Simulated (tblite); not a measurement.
C6H14SSi2.
Atom-mapped SMILES: `[SiH3:1][CH2:2][C@@H:3]1[CH2:4][C@@:5]12[CH2:6][C@@H:7]2[S:8][SiH3:9]` (hydrogens: H10, H11, H12 on Si1; H13, H14 on C2; H15 on C3; H16, H17 on C4; H18, H19 on C6; H20 on C7; H21, H22, H23 on Si9)

The geometry is computed with GFN2-xTB (gas phase).

Question: Give the optimised bond lengths and angles.

Answer: 
```json
{"bond": "Si1–C2", "length (Å)": "1.904"}
{"bond": "C2–C3", "length (Å)": "1.510"}
{"bond": "C3–C4", "length (Å)": "1.516"}
{"bond": "C4–C5", "length (Å)": "1.481"}
{"bond": "C5–C6", "length (Å)": "1.480"}
{"bond": "C6–C7", "length (Å)": "1.511"}
{"bond": "C7–S8", "length (Å)": "1.806"}
{"bond": "S8–Si9", "length (Å)": "2.139"}
{"bond": "C3–C5", "length (Å)": "1.481"}
{"bond": "C5–C7", "length (Å)": "1.475"}
{"bond": "Si1–H10, Si1–H11, Si1–H12", "length (Å)": "1.464"}
{"bond": "C2–H13", "length (Å)": "1.092"}
{"bond": "C2–H14", "length (Å)": "1.093"}
{"bond": "C3–H15", "length (Å)": "1.086"}
{"bond": "C4–H16", "length (Å)": "1.081"}
{"bond": "C4–H17", "length (Å)": "1.081"}
{"bond": "C6–H18", "length (Å)": "1.081"}
{"bond": "C6–H19", "length (Å)": "1.081"}
{"bond": "C7–H20", "length (Å)": "1.083"}
{"bond": "Si9–H21", "length (Å)": "1.450"}
{"bond": "Si9–H22, Si9–H23", "length (Å)": "1.460"}
```

Bonds in one row agree within 0.01 Å and their mean is given. A selection of angles:
```json
{"angle": "Si1–C2–C3", "degrees": "112.8"}
{"angle": "C2–C3–C4", "degrees": "120.0"}
{"angle": "C2–C3–C5", "degrees": "120.0"}
{"angle": "C4–C3–C5", "degrees": "59.2"}
{"angle": "C3–C4–C5", "degrees": "59.2"}
{"angle": "C4–C5–C6", "degrees": "136.9"}
{"angle": "C4–C5–C7", "degrees": "137.0"}
{"angle": "C6–C5–C7", "degrees": "61.5"}
{"angle": "C3–C5–C4", "degrees": "61.6"}
{"angle": "C3–C5–C6", "degrees": "139.4"}
{"angle": "C3–C5–C7", "degrees": "137.0"}
{"angle": "C5–C6–C7", "degrees": "59.1"}
{"angle": "C6–C7–S8", "degrees": "118.7"}
{"angle": "C5–C7–C6", "degrees": "59.4"}
{"angle": "C5–C7–S8", "degrees": "120.5"}
{"angle": "C7–S8–Si9", "degrees": "99.5"}
```

Dihedral angles: Si1–C2–C3–C4 157° (antiperiplanar); C2–C3–C4–C5 -109° (anticlinal); C3–C4–C5–C6 -133° (anticlinal); C4–C5–C6–C7 -130° (anticlinal); C5–C6–C7–S8 110° (anticlinal); C6–C7–S8–Si9 -156° (antiperiplanar); C2–C3–C5–C4 109° (anticlinal); C4–C5–C7–C6 129° (anticlinal).

The 7 C–C bonds span 1.475 Å (C5–C7, drawn single) to 1.516 Å (C3–C4, drawn single), a spread of 0.041 Å. The 3-membered ring C3–C4–C5 has internal angles of 59.2° to 61.6°. Si9 (SiH3 silicon) is distorted tetrahedral (angles from 103.6° to 113.8°). Si1 (SiH3 silicon) is tetrahedral (angles from 108.7° to 110.1°). Of the pairs four or more bonds apart, Si9···H13 is among the closest relative to their van der Waals radii: 3.27 Å, 99 % of the sum of Bondi's values. The 3-membered ring C5–C6–C7 has internal angles of 59.1° to 61.5°.

Point group: C1 (no symmetry element, even within 0.4 Å). Its GFN2-xTB frequencies are all real (lowest 47 cm⁻¹). The numbers are those of one conformer.
